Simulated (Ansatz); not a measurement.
Total energies of `C[BH-](C)[NH+](C)C`.

```json
{"atom": "C1", "x (Å)": "1.802", "y (Å)": "-0.480", "z (Å)": "0.929"}
{"atom": "B2", "x (Å)": "0.454", "y (Å)": "0.388", "z (Å)": "0.744"}
{"atom": "C3", "x (Å)": "-0.782", "y (Å)": "-0.105", "z (Å)": "1.653"}
{"atom": "N4", "x (Å)": "0.036", "y (Å)": "0.299", "z (Å)": "-0.866"}
{"atom": "C5", "x (Å)": "-0.296", "y (Å)": "-1.056", "z (Å)": "-1.325"}
{"atom": "C6", "x (Å)": "-1.015", "y (Å)": "1.255", "z (Å)": "-1.231"}
{"atom": "H7", "x (Å)": "2.227", "y (Å)": "-0.275", "z (Å)": "1.917"}
{"atom": "H8", "x (Å)": "1.648", "y (Å)": "-1.566", "z (Å)": "0.888"}
{"atom": "H9", "x (Å)": "2.595", "y (Å)": "-0.236", "z (Å)": "0.208"}
{"atom": "H10", "x (Å)": "0.673", "y (Å)": "1.588", "z (Å)": "0.863"}
{"atom": "H11", "x (Å)": "-0.513", "y (Å)": "0.039", "z (Å)": "2.705"}
{"atom": "H12", "x (Å)": "-1.013", "y (Å)": "-1.173", "z (Å)": "1.549"}
{"atom": "H13", "x (Å)": "-1.717", "y (Å)": "0.449", "z (Å)": "1.508"}
{"atom": "H14", "x (Å)": "0.892", "y (Å)": "0.584", "z (Å)": "-1.334"}
{"atom": "H15", "x (Å)": "-1.192", "y (Å)": "-1.389", "z (Å)": "-0.803"}
{"atom": "H16", "x (Å)": "0.523", "y (Å)": "-1.728", "z (Å)": "-1.080"}
{"atom": "H17", "x (Å)": "-0.479", "y (Å)": "-1.070", "z (Å)": "-2.402"}
{"atom": "H18", "x (Å)": "-1.933", "y (Å)": "0.977", "z (Å)": "-0.716"}
{"atom": "H19", "x (Å)": "-1.191", "y (Å)": "1.252", "z (Å)": "-2.309"}
{"atom": "H20", "x (Å)": "-0.715", "y (Å)": "2.247", "z (Å)": "-0.898"}
```

The species carries charge 0 and has multiplicity 1. All single points use the PBE0-D4/def2-TZVP geometry. It is one conformer, not always the lowest. Basis def2-TZVPP, Ansatz.

RPA on PBE orbitals: Hartree–Fock energy of these orbitals -238.79192 Eh, correlation -1.81891 Eh (frozen core).

```json
{"functional": "LDA (SPW92)", "energy without D4 (Eh)": "-238.27483", "D4 term (kJ/mol)": "–"}
{"functional": "PBE", "energy without D4 (Eh)": "-240.20632", "D4 term (kJ/mol)": "-41.9"}
{"functional": "revPBE", "energy without D4 (Eh)": "-240.47403", "D4 term (kJ/mol)": "-138.9"}
{"functional": "BLYP", "energy without D4 (Eh)": "-240.40799", "D4 term (kJ/mol)": "-91.9"}
{"functional": "r2SCAN", "energy without D4 (Eh)": "-240.40617", "D4 term (kJ/mol)": "-11.4"}
{"functional": "B97M-V", "energy without D4 (Eh)": "-240.56764", "D4 term (kJ/mol)": "–"}
{"functional": "PBE0", "energy without D4 (Eh)": "-240.25634", "D4 term (kJ/mol)": "-35.4"}
{"functional": "B3LYP", "energy without D4 (Eh)": "-240.57874", "D4 term (kJ/mol)": "-65.9"}
{"functional": "r2SCANh", "energy without D4 (Eh)": "-240.39906", "D4 term (kJ/mol)": "-11.8"}
{"functional": "r2SCAN0", "energy without D4 (Eh)": "-240.38955", "D4 term (kJ/mol)": "-12.9"}
{"functional": "HSE06 (plane-wave form)", "energy without D4 (Eh)": "-240.24055", "D4 term (kJ/mol)": "-32.7"}
{"functional": "BHLYP", "energy without D4 (Eh)": "-240.40586", "D4 term (kJ/mol)": "-45.4"}
{"functional": "CAM-B3LYP", "energy without D4 (Eh)": "-240.42013", "D4 term (kJ/mol)": "-35.3"}
{"functional": "LC-ωPBE", "energy without D4 (Eh)": "-240.41897", "D4 term (kJ/mol)": "–"}
{"functional": "ωB97X-V", "energy without D4 (Eh)": "-240.49626", "D4 term (kJ/mol)": "–"}
{"functional": "ωB97M-V", "energy without D4 (Eh)": "-240.41442", "D4 term (kJ/mol)": "–"}
{"functional": "B2PLYP", "energy without D4 (Eh)": "-240.32611", "D4 term (kJ/mol)": "–"}
{"functional": "PBE-QIDH", "energy without D4 (Eh)": "-240.23075", "D4 term (kJ/mol)": "–"}
```

B3LYP takes the VWN-RPA correlation (the form of Gaussian; ORCA's B3LYP/G). HSE06 is the plane-wave form, built on full-range PBE exchange. The double hybrids freeze the cores in their second-order part.

LC-ωPBE has ω = 0.4 bohr⁻¹.
